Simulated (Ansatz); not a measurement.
Species: C6H11 (charge 0, doublet). It need not be the lowest isomer of its formula. 
Structure (B3LYP-D3(BJ)/def2-TZVP (Ansatz, a first-principles code) minimum search):
SMILES: [CH2]CCCC=C
```xyz
17

C      2.9582    -0.8285     0.1631
C      1.8962     0.1801    -0.0758
C      0.4711    -0.4144    -0.0468
C     -0.6098     0.6450    -0.2938
C     -1.9891     0.0649    -0.3150
C     -2.9612     0.3694     0.5352
H      3.3340    -1.4403    -0.6461
H      3.2724    -1.0788     1.1673
H      2.0433     0.6603    -1.0492
H      1.9509     0.9718     0.6785
H      0.2957    -0.8936     0.9197
H      0.3948    -1.2020    -0.8020
H     -0.5474     1.4211     0.4742
H     -0.4057     1.1335    -1.2540
H     -2.1788    -0.6762    -1.0883
H     -2.8149     1.0999     1.3234
H     -3.9370    -0.0952     0.4750
```
Charge 0, spin multiplicity 2.

Wanted: atomisation energy (electronic, to ground-state atoms), in kcal/mol. Correlated levels leave the core frozen unless marked. Open shells are spin-unrestricted. No spin-orbit coupling. No relativistic terms. The coupled-cluster limit lacks core correlation, which all-electron functionals hold. CBS(X,Y): correlation extrapolated as X^-3; Hartree-Fock from the larger set. [CCSD(T)-MP2]/basis is that difference in the basis named.

```
level                                                     program  atomisation energy (kcal/mol)
-------------------------------------------------  --------------  -----------------------------
revPBE-D4/def2-TZVPD                               Ansatz + dftd4                              …
HSE06-D4/def2-TZVPD                                Ansatz + dftd4                         1650.6
B2GP-PLYP-D4/def2-TZVPD                            Ansatz + dftd4                         1615.5
PBE-QIDH/def2-TZVPD                                        Ansatz                              …
SCS-MP2/6-31G*                                             Ansatz                         1502.4
RI-MP2/CBS(cc-pVTZ,cc-pVQZ)+[CCSD(T)-MP2]/cc-pVTZ          Ansatz                              …
```

Task: Complete the blanks.

Result: 
- revPBE-D4/def2-TZVPD, atomisation energy (kcal/mol): 1634.4
- PBE-QIDH/def2-TZVPD, atomisation energy (kcal/mol): 1629.1
- RI-MP2/CBS(cc-pVTZ,cc-pVQZ)+[CCSD(T)-MP2]/cc-pVTZ, atomisation energy (kcal/mol): 1633.0
